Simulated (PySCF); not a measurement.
Job file and geometry (Å, from GFN2-xTB) of an NMR shielding run on `InChI=1S/C8H11F/c9-7-6-8-4-2-1-3-5-8/h2-5,8H,1,6-7H2`, GIAO PBE0/pcSseg-1 NMR shielding, non-relativistic, gas phase (PySCF); density fitting, a coarse starting grid and PySCF grid level 2 are the driver's defaults:

```
{"job": {"kind": "nmr", "xc": "PBE0", "basis": "pcSseg-1"}, "charge": 0, "multiplicity": 1}
F      3.200412    -1.344125     0.142417
C      1.885052    -0.942280     0.110627
C      1.798131     0.552672    -0.156561
C      0.333319     1.027097    -0.196859
C     -0.334392     0.804662     1.128229
C     -1.441308     0.102462     1.291056
C     -2.175962    -0.560854     0.170683
C     -1.517588    -0.342993    -1.153767
C     -0.410342     0.358952    -1.315690
H      1.450548    -1.201752     1.081328
H      1.395565    -1.520124    -0.679962
H      2.337110     1.085641     0.629628
H      2.282978     0.771086    -1.110433
H      0.359536     2.109279    -0.395172
H      0.153396     1.265649     1.976725
H     -1.875417    -0.018784     2.274580
H     -3.206120    -0.185131     0.134691
H     -2.251912    -1.637168     0.368914
H     -2.009025    -0.798108    -2.003487
H      0.020872     0.484498    -2.299983
```

Task: Write the output of this run.

Result: 
```
coarse grid: 16600 points
cycle   1  E = -410.6298968517  dE =  1.234e+00  |g| = 5.516e-01  |ddm| = 4.033e+00
cycle   2  E = -410.6142124304  dE =  1.568e-02  |g| = 6.698e-01  |ddm| = 9.787e-01
cycle   3  E = -410.6943253879  dE = -8.011e-02  |g| = 6.135e-02  |ddm| = 5.264e-01
cycle   4  E = -410.6947948951  dE = -4.695e-04  |g| = 3.191e-02  |ddm| = 5.882e-02
cycle   5  E = -410.6950050710  dE = -2.102e-04  |g| = 6.120e-03  |ddm| = 3.212e-02
cycle   6  E = -410.6950108384  dE = -5.767e-06  |g| = 3.208e-03  |ddm| = 8.551e-03
cycle   7  E = -410.6950134281  dE = -2.590e-06  |g| = 5.316e-04  |ddm| = 3.063e-03
final grid: 160360 points
cycle   8  E = -410.7574368631  dE = -5.406e-05  |g| = 9.333e-03  |ddm| = 4.141e-02
cycle   9  E = -410.7574273341  dE =  9.529e-06  |g| = 1.169e-02  |ddm| = 1.870e-02
cycle  10  E = -410.7574587952  dE = -3.146e-05  |g| = 1.122e-03  |ddm| = 1.030e-02
cycle  11  E = -410.7574589879  dE = -1.927e-07  |g| = 2.875e-04  |ddm| = 9.818e-04
cycle  12  E = -410.7574590002  dE = -1.229e-08  |g| = 5.190e-05  |ddm| = 2.428e-04
cycle  13  E = -410.7574590007  dE = -5.072e-10  |g| = 1.755e-05  |ddm| = 6.818e-05
converged SCF energy = -410.7574590007

GIAO shielding tensors (ppm)
atom      isotropic    diamagn.    paramagn.     s11        s22        s33       span
  0 F      428.320     467.450     -39.130    396.683    435.012    453.266     56.582
  1 C      100.991     246.144    -145.153     60.504     78.570    163.900    103.396
  2 C      149.182     249.866    -100.683    137.289    143.837    166.422     29.133
  3 C      151.003     246.565     -95.562    129.373    151.656    171.978     42.605
  4 C       51.359     255.226    -203.867    -60.685     61.266    153.495    214.180
  5 C       54.131     254.266    -200.135    -60.318     60.622    162.089    222.406
  6 C      155.912     248.807     -92.894    133.950    162.907    170.880     36.930
  7 C       54.130     254.268    -200.137    -60.313     60.639    162.064    222.377
  8 C       51.330     255.248    -203.919    -60.748     61.251    153.485    214.233
  9 H       26.955      30.316      -3.361     21.707     27.500     31.656      9.948
 10 H       26.952      30.312      -3.360     21.702     27.494     31.661      9.959
 11 H       29.804      30.940      -1.136     26.677     28.346     34.389      7.711
 12 H       29.802      30.940      -1.137     26.678     28.341     34.387      7.709
 13 H       28.550      30.666      -2.116     24.911     26.091     34.647      9.736
 14 H       25.835      32.262      -6.427     23.562     25.648     28.295      4.733
 15 H       25.685      30.491      -4.806     23.644     25.343     28.068      4.424
 16 H       28.804      27.663       1.141     24.808     26.655     34.948     10.140
 17 H       28.942      29.321      -0.379     25.804     26.638     34.384      8.580
 18 H       25.684      30.493      -4.809     23.643     25.342     28.066      4.424
 19 H       25.835      32.268      -6.433     23.560     25.648     28.297      4.736
```

Task: Turn these shieldings into chemical shifts. Scale: ¹⁹F (170.95 ppm) vs CFCl3; ¹³C (186.93 ppm) and ¹H (31.72 ppm) against TMS (reference shieldings calculated alike).

Result: Averaging equivalent atoms: F 0: -257.4; C 4/8: 135.6; C 5/7: 132.8; C 1: 85.9; C 2: 37.7; C 3: 35.9; C 6: 31.0; H 15/18: 6.03; H 14/19: 5.88; H 9/10: 4.76; H 13: 3.17; H 16: 2.91; H 17: 2.77; H 11/12: 1.91 ppm. Unscaled 19F shifts against computed CFCl3 carry errors that often reach 10 to 50 ppm.

Size and cost of the density-fitted run: 208 basis functions, 55 s wall time on 1 thread of an Arm Neoverse N1, shared host.
